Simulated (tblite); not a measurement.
Record of a relaxation.

C₂H₁₁BOSi₃.
Numbering: `[BH2:1][SiH2:2][O:3]/[C:4]([SiH3:5])=[CH:6]\[SiH3:7]` (hydrogens: H8, H9 on B1; H10, H11 on Si2; H12, H13, H14 on Si5; H15 on C6; H16, H17, H18 on Si7)

Computed with GFN2-xTB (tblite), gas phase: L-BFGS steps from a force-field or distance-geometry start until the largest atomic force falls under 0.01 eV/Å. 7 of its 165 geometries are shown.

Step 0: E = -553.8609 eV, largest atomic force 1.424 eV/Å
```
atom  x, y, z in Å  |  force x, y, z in eV/Å
B1     -2.894   -0.957   -0.455   -0.311   0.217  -0.265
Si2    -1.161   -1.544    0.148    0.463   0.525   0.548
O3     -0.222   -0.325    0.917   -0.450  -0.510  -1.251
C4      0.404    0.748    0.278   -0.464  -1.040   0.346
Si5    -0.531    2.301   -0.100   -0.650   1.168  -0.043
C6      1.685    0.693   -0.061    0.216  -0.245   0.081
Si7     2.720   -0.805    0.280    0.201  -0.605   0.846
H8     -3.387   -1.461   -1.402   -0.022   0.202   0.305
H9     -3.470   -0.149    0.151   -0.338   0.079  -0.083
H10    -1.462   -2.629    1.147    0.566   0.472  -0.098
H11    -0.496   -2.163   -1.024    0.461   0.052   0.320
H12     0.183    3.112   -1.123   -0.161  -0.362   0.173
H13    -1.912    2.048   -0.509   -0.013  -0.106  -0.124
H14    -0.604    3.156    1.092    0.023  -0.057   0.066
H15     2.103    1.561   -0.535    0.129   0.127  -0.061
H16     3.188   -1.353   -0.974    0.065  -0.209  -0.379
H17     3.901   -0.437    1.078   -0.030   0.070  -0.040
H18     1.947   -1.791    1.081    0.312   0.222  -0.341
```

Step 27: E = -554.2958 eV, largest atomic force 0.051 eV/Å
```
atom  x, y, z in Å  |  force x, y, z in eV/Å
B1     -2.978   -0.922   -0.483    0.005   0.017  -0.007
Si2    -1.196   -1.502    0.095   -0.007  -0.049  -0.013
O3     -0.312   -0.290    0.747    0.013  -0.017   0.033
C4      0.390    0.743    0.208    0.008   0.014  -0.013
Si5    -0.598    2.332   -0.088   -0.015   0.010  -0.003
C6      1.700    0.631   -0.021    0.015   0.024   0.012
Si7     2.765   -0.878    0.312    0.017  -0.012  -0.019
H8     -3.512   -1.391   -1.412   -0.012  -0.001   0.004
H9     -3.581   -0.115    0.112   -0.028  -0.003   0.001
H10    -1.200   -2.411    1.254    0.007   0.012  -0.027
H11    -0.360   -2.135   -0.952   -0.014   0.007   0.039
H12     0.092    3.104   -1.123    0.008   0.017   0.000
H13    -1.950    1.992   -0.541    0.007  -0.020  -0.012
H14    -0.676    3.101    1.156   -0.013  -0.003   0.007
H15     2.188    1.507   -0.424    0.018   0.020  -0.015
H16     3.206   -1.423   -0.980   -0.002  -0.003  -0.005
H17     3.943   -0.422    1.061    0.006  -0.006   0.002
H18     2.070   -1.913    1.068   -0.014  -0.009   0.018
```

Step 55: E = -554.3051 eV, largest atomic force 0.094 eV/Å
```
atom  x, y, z in Å  |  force x, y, z in eV/Å
B1     -2.982   -0.872   -0.457    0.009  -0.001   0.010
Si2    -1.200   -1.465    0.104    0.040  -0.084   0.013
O3     -0.242   -0.306    0.746   -0.027   0.028  -0.004
C4      0.431    0.750    0.210    0.014   0.010  -0.032
Si5    -0.618    2.293   -0.113    0.000   0.002   0.017
C6      1.744    0.659   -0.013    0.005  -0.003   0.028
Si7     2.777   -0.881    0.302    0.015   0.033  -0.022
H8     -3.502   -1.330   -1.399   -0.023   0.031  -0.005
H9     -3.615   -0.119    0.177   -0.012   0.019  -0.009
H10    -1.224   -2.352    1.280    0.001  -0.013  -0.036
H11    -0.398   -2.141   -0.944   -0.024   0.010   0.042
H12     0.128    3.178   -1.007    0.005   0.004  -0.011
H13    -1.878    1.877   -0.749    0.040   0.004   0.014
H14    -0.898    2.972    1.154   -0.031  -0.016  -0.009
H15     2.234    1.543   -0.400   -0.012  -0.038  -0.014
H16     3.163   -1.453   -0.996   -0.036  -0.009  -0.007
H17     4.004   -0.470    0.992    0.017   0.024   0.035
H18     2.068   -1.875    1.101    0.018   0.000  -0.008
```

Step 82: E = -554.3252 eV, largest atomic force 0.048 eV/Å
```
atom  x, y, z in Å  |  force x, y, z in eV/Å
B1     -2.945   -0.705   -0.381    0.035   0.029  -0.015
Si2    -1.224   -1.492    0.149    0.012   0.002   0.013
O3     -0.183   -0.389    0.769   -0.010   0.023  -0.022
C4      0.436    0.694    0.224    0.014  -0.008  -0.038
Si5    -0.678    2.175   -0.165    0.009   0.007   0.012
C6      1.750    0.652   -0.009    0.014  -0.006  -0.027
Si7     2.833   -0.855    0.286   -0.006  -0.018   0.014
H8     -3.474   -0.974   -1.390   -0.001   0.009   0.028
H9     -3.509    0.042    0.323   -0.015  -0.003  -0.017
H10    -1.252   -2.381    1.318   -0.022  -0.026   0.006
H11    -0.489   -2.211   -0.915   -0.007   0.000   0.003
H12     0.154    3.279   -0.645    0.002  -0.030  -0.010
H13    -1.616    1.748   -1.217   -0.021   0.003   0.027
H14    -1.425    2.588    1.024   -0.004  -0.029  -0.009
H15     2.204    1.541   -0.423   -0.005   0.026   0.018
H16     3.061   -1.530   -1.001    0.002   0.024   0.010
H17     4.121   -0.386    0.816   -0.007   0.004  -0.014
H18     2.227   -1.792    1.225    0.010  -0.009   0.021
```

Step 109: E = -554.3506 eV, largest atomic force 0.251 eV/Å
```
atom  x, y, z in Å  |  force x, y, z in eV/Å
B1     -2.894   -0.419   -0.457    0.083   0.013  -0.035
Si2    -1.338   -1.501    0.074    0.115   0.076  -0.003
O3     -0.032   -0.617    0.562   -0.017   0.074  -0.113
C4      0.487    0.565    0.131   -0.007  -0.079  -0.002
Si5    -0.762    1.964   -0.133    0.213   0.039  -0.126
C6      1.815    0.674   -0.018   -0.111   0.007   0.071
Si7     2.982   -0.751    0.353   -0.080  -0.061   0.116
H8     -3.394   -0.514   -1.516    0.041   0.056   0.099
H9     -3.462    0.219    0.347   -0.079  -0.025  -0.042
H10    -1.502   -2.278    1.307    0.019  -0.074   0.025
H11    -0.796   -2.420   -0.955   -0.016   0.040   0.048
H12    -0.083    3.086   -0.802   -0.113  -0.119   0.108
H13    -1.810    1.399   -1.022   -0.031   0.006   0.090
H14    -1.335    2.344    1.163    0.007   0.031  -0.118
H15     2.205    1.623   -0.361   -0.042  -0.020   0.073
H16     3.100   -1.569   -0.851    0.032  -0.098  -0.129
H17     4.305   -0.220    0.704   -0.019   0.069  -0.023
H18     2.505   -1.579    1.463    0.006   0.064  -0.037
```

Step 137: E = -554.4570 eV, largest atomic force 0.068 eV/Å
```
atom  x, y, z in Å  |  force x, y, z in eV/Å
B1     -2.831   -0.238   -0.490    0.011   0.018  -0.005
Si2    -1.412   -1.518   -0.025    0.020   0.004   0.024
O3      0.092   -0.814   -0.012   -0.014  -0.006   0.005
C4      0.511    0.464    0.010    0.011  -0.036   0.057
Si5    -0.743    1.871   -0.133   -0.015  -0.018  -0.051
C6      1.824    0.696    0.159    0.023   0.011  -0.018
Si7     3.035   -0.721    0.406   -0.034   0.020  -0.054
H8     -3.150   -0.100   -1.619    0.003  -0.010   0.028
H9     -3.671    0.019    0.297    0.006   0.003  -0.023
H10    -1.459   -2.133    1.319   -0.001   0.019  -0.021
H11    -1.123   -2.624   -0.953    0.008   0.004   0.000
H12    -0.444    2.734   -1.276   -0.015   0.011  -0.019
H13    -2.061    1.165   -0.371    0.023   0.016   0.022
H14    -0.841    2.663    1.097   -0.007  -0.033  -0.002
H15     2.158    1.723    0.150   -0.011  -0.017   0.027
H16     3.096   -1.592   -0.771   -0.031   0.033   0.020
H17     4.347   -0.093    0.611    0.020  -0.024   0.014
H18     2.662   -1.497    1.590    0.001   0.004  -0.005
```

Step 164: E = -554.4639 eV, largest atomic force 0.008 eV/Å
```
atom  x, y, z in Å  |  force x, y, z in eV/Å
B1     -2.806   -0.245   -0.491   -0.002  -0.002  -0.005
Si2    -1.375   -1.508   -0.015    0.002   0.000  -0.004
O3      0.122   -0.793   -0.061    0.001  -0.001   0.001
C4      0.520    0.490    0.030    0.004  -0.004  -0.003
Si5    -0.749    1.878   -0.155    0.005   0.000   0.003
C6      1.825    0.724    0.229    0.001  -0.002  -0.002
Si7     2.998   -0.734    0.392   -0.006   0.003  -0.004
H8     -3.119   -0.119   -1.622    0.008   0.002   0.002
H9     -3.660   -0.001    0.284    0.004  -0.001  -0.001
H10    -1.404   -2.081    1.347   -0.001  -0.001   0.007
H11    -1.075   -2.634   -0.913   -0.003  -0.001   0.002
H12    -0.487    2.708   -1.333   -0.001   0.002   0.005
H13    -2.061    1.152   -0.358   -0.008   0.001   0.001
H14    -0.844    2.693    1.057   -0.006   0.005  -0.002
H15     2.159    1.749    0.290    0.002   0.000  -0.002
H16     2.974   -1.542   -0.828    0.000   0.001  -0.001
H17     4.345   -0.182    0.587   -0.001  -0.004   0.004
H18     2.626   -1.548    1.550    0.002   0.002  -0.001
```

Problem. Summarise the path.

Solution. The energy falls by 13.91 kcal/mol from step 0 to step 164; nine tenths of that is first reached at step 118. It rises by more than 0.2 meV at steps 59 and 116. The largest force goes from 1.424 to 0.008 eV/Å. Among the bonds Si2–O3 changes most, from 1.720 to 1.660 Å; the atoms move by 0.715 Å rms after alignment.

Problem. Follow the three bonds and two angles with the largest change from start to end.

Solution. 
```json
{"step": "0", "E above end (kcal/mol)": "13.91", "largest force (eV/Å)": "1.424", "Si2–O3 (Å)": "1.720", "Si5–H13 (Å)": "1.462", "O3–C4 (Å)": "1.397", "O3–Si2–H11 (°)": "113.8", "B1–Si2–H11 (°)": "106.5"}
{"step": "7", "E above end (kcal/mol)": "5.38", "largest force (eV/Å)": "0.320", "Si2–O3 (Å)": "1.640", "Si5–H13 (Å)": "1.472", "O3–C4 (Å)": "1.364", "O3–Si2–H11 (°)": "105.8", "B1–Si2–H11 (°)": "116.5"}
{"step": "14", "E above end (kcal/mol)": "4.13", "largest force (eV/Å)": "0.112", "Si2–O3 (Å)": "1.639", "Si5–H13 (Å)": "1.463", "O3–C4 (Å)": "1.362", "O3–Si2–H11 (°)": "106.5", "B1–Si2–H11 (°)": "117.3"}
{"step": "21", "E above end (kcal/mol)": "3.94", "largest force (eV/Å)": "0.066", "Si2–O3 (Å)": "1.639", "Si5–H13 (Å)": "1.465", "O3–C4 (Å)": "1.362", "O3–Si2–H11 (°)": "106.7", "B1–Si2–H11 (°)": "115.9"}
{"step": "29", "E above end (kcal/mol)": "3.86", "largest force (eV/Å)": "0.037", "Si2–O3 (Å)": "1.637", "Si5–H13 (Å)": "1.466", "O3–C4 (Å)": "1.361", "O3–Si2–H11 (°)": "107.1", "B1–Si2–H11 (°)": "115.6"}
{"step": "36", "E above end (kcal/mol)": "3.82", "largest force (eV/Å)": "0.040", "Si2–O3 (Å)": "1.636", "Si5–H13 (Å)": "1.467", "O3–C4 (Å)": "1.362", "O3–Si2–H11 (°)": "106.9", "B1–Si2–H11 (°)": "115.6"}
{"step": "43", "E above end (kcal/mol)": "3.77", "largest force (eV/Å)": "0.036", "Si2–O3 (Å)": "1.637", "Si5–H13 (Å)": "1.468", "O3–C4 (Å)": "1.362", "O3–Si2–H11 (°)": "106.6", "B1–Si2–H11 (°)": "115.5"}
{"step": "50", "E above end (kcal/mol)": "3.73", "largest force (eV/Å)": "0.080", "Si2–O3 (Å)": "1.637", "Si5–H13 (Å)": "1.468", "O3–C4 (Å)": "1.362", "O3–Si2–H11 (°)": "106.5", "B1–Si2–H11 (°)": "115.4"}
{"step": "57", "E above end (kcal/mol)": "3.59", "largest force (eV/Å)": "0.189", "Si2–O3 (Å)": "1.635", "Si5–H13 (Å)": "1.472", "O3–C4 (Å)": "1.362", "O3–Si2–H11 (°)": "106.7", "B1–Si2–H11 (°)": "115.3"}
{"step": "64", "E above end (kcal/mol)": "3.35", "largest force (eV/Å)": "0.046", "Si2–O3 (Å)": "1.637", "Si5–H13 (Å)": "1.472", "O3–C4 (Å)": "1.361", "O3–Si2–H11 (°)": "106.9", "B1–Si2–H11 (°)": "115.8"}
{"step": "71", "E above end (kcal/mol)": "3.29", "largest force (eV/Å)": "0.039", "Si2–O3 (Å)": "1.637", "Si5–H13 (Å)": "1.471", "O3–C4 (Å)": "1.360", "O3–Si2–H11 (°)": "106.5", "B1–Si2–H11 (°)": "116.3"}
{"step": "78", "E above end (kcal/mol)": "3.25", "largest force (eV/Å)": "0.044", "Si2–O3 (Å)": "1.638", "Si5–H13 (Å)": "1.471", "O3–C4 (Å)": "1.361", "O3–Si2–H11 (°)": "106.8", "B1–Si2–H11 (°)": "115.9"}
{"step": "86", "E above end (kcal/mol)": "3.14", "largest force (eV/Å)": "0.078", "Si2–O3 (Å)": "1.638", "Si5–H13 (Å)": "1.473", "O3–C4 (Å)": "1.360", "O3–Si2–H11 (°)": "106.3", "B1–Si2–H11 (°)": "115.3"}
{"step": "93", "E above end (kcal/mol)": "3.06", "largest force (eV/Å)": "0.036", "Si2–O3 (Å)": "1.639", "Si5–H13 (Å)": "1.472", "O3–C4 (Å)": "1.361", "O3–Si2–H11 (°)": "105.6", "B1–Si2–H11 (°)": "115.5"}
{"step": "100", "E above end (kcal/mol)": "3.00", "largest force (eV/Å)": "0.061", "Si2–O3 (Å)": "1.640", "Si5–H13 (Å)": "1.475", "O3–C4 (Å)": "1.361", "O3–Si2–H11 (°)": "105.6", "B1–Si2–H11 (°)": "115.6"}
{"step": "107", "E above end (kcal/mol)": "2.82", "largest force (eV/Å)": "0.139", "Si2–O3 (Å)": "1.646", "Si5–H13 (Å)": "1.480", "O3–C4 (Å)": "1.361", "O3–Si2–H11 (°)": "105.3", "B1–Si2–H11 (°)": "115.5"}
{"step": "114", "E above end (kcal/mol)": "1.76", "largest force (eV/Å)": "0.320", "Si2–O3 (Å)": "1.667", "Si5–H13 (Å)": "1.513", "O3–C4 (Å)": "1.356", "O3–Si2–H11 (°)": "103.1", "B1–Si2–H11 (°)": "118.2"}
{"step": "121", "E above end (kcal/mol)": "0.81", "largest force (eV/Å)": "0.147", "Si2–O3 (Å)": "1.663", "Si5–H13 (Å)": "1.518", "O3–C4 (Å)": "1.347", "O3–Si2–H11 (°)": "100.1", "B1–Si2–H11 (°)": "120.3"}
{"step": "128", "E above end (kcal/mol)": "0.36", "largest force (eV/Å)": "0.114", "Si2–O3 (Å)": "1.660", "Si5–H13 (Å)": "1.515", "O3–C4 (Å)": "1.346", "O3–Si2–H11 (°)": "98.5", "B1–Si2–H11 (°)": "120.1"}
{"step": "135", "E above end (kcal/mol)": "0.19", "largest force (eV/Å)": "0.055", "Si2–O3 (Å)": "1.660", "Si5–H13 (Å)": "1.513", "O3–C4 (Å)": "1.345", "O3–Si2–H11 (°)": "98.3", "B1–Si2–H11 (°)": "119.1"}
{"step": "143", "E above end (kcal/mol)": "0.09", "largest force (eV/Å)": "0.047", "Si2–O3 (Å)": "1.659", "Si5–H13 (Å)": "1.512", "O3–C4 (Å)": "1.345", "O3–Si2–H11 (°)": "98.5", "B1–Si2–H11 (°)": "118.2"}
{"step": "150", "E above end (kcal/mol)": "0.05", "largest force (eV/Å)": "0.054", "Si2–O3 (Å)": "1.660", "Si5–H13 (Å)": "1.511", "O3–C4 (Å)": "1.346", "O3–Si2–H11 (°)": "97.9", "B1–Si2–H11 (°)": "118.3"}
{"step": "157", "E above end (kcal/mol)": "0.01", "largest force (eV/Å)": "0.026", "Si2–O3 (Å)": "1.660", "Si5–H13 (Å)": "1.513", "O3–C4 (Å)": "1.347", "O3–Si2–H11 (°)": "97.6", "B1–Si2–H11 (°)": "118.9"}
{"step": "164", "E above end (kcal/mol)": "0.00", "largest force (eV/Å)": "0.008", "Si2–O3 (Å)": "1.660", "Si5–H13 (Å)": "1.512", "O3–C4 (Å)": "1.347", "O3–Si2–H11 (°)": "97.4", "B1–Si2–H11 (°)": "119.5"}
```

What follows is the cost of the whole relaxation. Hardware: an Arm Neoverse N1 with one thread, on a shared host. Cost: 2.5 s wall.
